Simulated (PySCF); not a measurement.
## UHF on Fe²⁺ (iron, charge +2)

Configuration: [Ar] 3d5 4p1, high-spin 7P determinant (an excited configuration). All numbers are calculated (PySCF 2.14, scalar relativity by spin-free X2C-1e, in x2c-TZVPPall (6s5p4d2f1g, 64 functions)).

```json
{
 "Total energy": "-1270.227600 hartree",
 "One-electron energy": "-1731.0697 hartree",
 "Hartree (Coulomb) energy": "515.3236 hartree",
 "Exchange energy": "-54.4815 hartree",
 "⟨S²⟩": "12.0009",
 "⟨L²⟩": "2.002",
 "Sum of ⟨r⟩": "16.53 bohr",
 "Sum of ⟨r²⟩": "22.56 bohr²",
 "Traceless quadrupole moment −½Σ⟨3z² − r²⟩ along its main axis": "-3.80 e·bohr²",
 "Langevin diamagnetic susceptibility": "-17.9 ×10⁻⁶ cm³/mol"
}
```

| shell | electrons | mean orbital energy (hartree) | spread (hartree) | rms radius, mean of both spins (bohr) |
| --- | --- | --- | --- | --- |
| 1s α | 1 | -264.68173 | 0 | 0.0675 |
| 1s β | 1 | -264.67550 | 0 | 0.0675 |
| 2s α | 1 | -33.53673 | 0 | 0.288 |
| 2s β | 1 | -33.37036 | 0 | 0.288 |
| 2p α | 3 | -28.60424 | 0.00363 | 0.260 |
| 2p β | 3 | -28.43602 | 0.00481 | 0.260 |
| 3s α | 1 | -5.46434 | 0 | 0.864 |
| 3s β | 1 | -4.99411 | 0 | 0.864 |
| 3p α | 3 | -4.01269 | 0.00352 | 0.920 |
| 3p β | 3 | -3.44397 | 0.01689 | 0.920 |
| 3d α | 5 | -1.68813 | 0.00939 | 1.09 |
| 4p α | 1 | -0.73133 | 0 | 3.08 |

Densities and radii are taken from the X2C orbitals without a picture-change correction, which distorts them close to the nucleus.

Spin-orbit constants ζ (cm⁻¹) from the X2C one-electron operator on these orbitals: bare nucleus, nucleus screened by l(l+1)(2l+1)/3 electrons, and screened by the Breit-Pauli mean field of the electrons.

```
shell   bare  screened nucleus  mean field
   2p  70470             65050       62540
   3p   8972              8282        7918
   3d  851.0             523.7       472.3
   4p  649.7             599.7       569.9
```

To first order the Landé constant is A = 94.98 cm⁻¹, so the lowest level has J = 2 and lies 0.0471 eV below the centre of the term. This holds in LS coupling only.
